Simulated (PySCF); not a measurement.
**Ionisation energy of In³²⁺ by level of theory**

In³²⁺ [Ne] 3s2 3p5 (2P) → In³³⁺ [Ne] 3s2 3p4 (3P), as a difference of total energies. Computed with PySCF 2.14 in an even-tempered Gaussian basis (19 s from 4.7 bohr⁻², ratio 2.2; 12 p from 6.1 bohr⁻², ratio 2.2; 5 d from 29 bohr⁻², ratio 2.4; 5 f from 43 bohr⁻², ratio 2.4; 4 g from 64 bohr⁻², ratio 2.4), with the non-relativistic Hamiltonian (point nucleus). Correlated levels: outer shells: 1s2 frozen; virtual orbitals above 40 to 60 times the deepest correlated orbital energy dropped. The calculations carry no spin-orbit coupling.

```json
{"method": "UHF", "ionisation energy (eV)": "2022.9"}
{"method": "LDA", "ionisation energy (eV)": "2025.2"}
{"method": "PBE", "ionisation energy (eV)": "2025.3"}
{"method": "PBE0", "ionisation energy (eV)": "2025.2"}
{"method": "TPSSh", "ionisation energy (eV)": "2025.3"}
{"method": "MP2 (outer shells)", "ionisation energy (eV)": "2023.9"}
{"method": "SCS-MP2 (outer shells)", "ionisation energy (eV)": "2023.8"}
```

Estimate what MN15 gives.

2031.6 eV, closest to PBE among the rows shown.

Estimate what r2SCAN gives.

2025.4 eV, closest to PBE among the rows shown.

Spin-orbit coupling is strong in these open shells (close to jj coupling). The scalar numbers leave it out and a first-order estimate fails, so it can dominate the gap to the real levels.

All relativistic terms are absent from these numbers, so their closeness to the reference says little about the methods.

For comparison: 2028.5 ± 2.1 eV (semi-empirical (NIST evaluation); NIST Atomic Spectra Database, ionization energies).
